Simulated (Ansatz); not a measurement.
`C[NH][Ga]([F])[Cl]` → `[CH2]` (triplet) + `[NH2][Ga]([F])[Cl]` at 500 K and 1 bar (formal loss of a carbene).

Gas-phase electronic energies from Ansatz, PBE0-D4/def2-TZVP geometries. CCSD(T)/CBS adds triple-zeta CCSD(T) − MP2 to the extrapolated MP2 energy (def2 sets, frozen cores). This one scheme is used for every species. Triplets are unrestricted, without spin–orbit coupling. For Ga outer-core shells are correlated without core-valence functions, which leaves a few kJ/mol of doubt a bond. Scalar relativity is left out up to krypton. Each species was taken in one conformer, which may not be the lowest.

| species | CCSD(T)/CBS energy (Eh) | H − E (kJ/mol) | S (J/(mol·K)) |
| --- | --- | --- | --- |
| `C[NH][Ga]([F])[Cl]` | -2578.78710 | 197.3 | 428.3 |
| `[CH2]` (triplet) | -39.09499 | 62.7 | 213.9 |
| `[NH2][Ga]([F])[Cl]` | -2539.54166 | 113.2 | 384.3 |

H − E and S are ideal-gas, rigid-rotor, harmonic terms from PBE0-D4/def2-TZVP, for one conformer and one mirror image of each species, with the whole ground term of open shells counted as degenerate. 1 Eh = 2625.50 kJ/mol, R = 8.31446 J/(mol·K).

By hand: ΔE, ΔH, ΔS and ΔG.

ΔE = (-39.09499) + (-2539.54166) − (-2578.78710) = 0.15045 Eh = 395.0 kJ/mol. Δ(H − E) = 62.7 + 113.2 − 197.3 = -21.4, so ΔH = 373.6 kJ/mol. ΔS = 213.9 + 384.3 − 428.3 = 169.9 J/(mol·K). ΔG = 373.6 − 500 × (169.9)/1000 = 288.7 kJ/mol.

By hand: the equilibrium constant, and the temperature at which ΔG would vanish if ΔH and ΔS stayed fixed.

log₁₀ K = −ΔG/(RT ln 10) = -30.2. ΔG = 0 at ΔH/ΔS = 2199 K.

The number of gas molecules changes by +1, which sets the sign of ΔS. A doubt of 5 kJ/mol in ΔE shifts log₁₀ K by 0.5 here. Other conformers and mirror images would add mixing entropy, several J/(mol·K) or more a flexible species. A triplet takes part, so the spin changes. These are equilibria of isolated gas molecules and say nothing of rates. Largest T1 diagnostic: 0.013 (customary marks: 0.02 for closed shells, 0.045 for open ones).
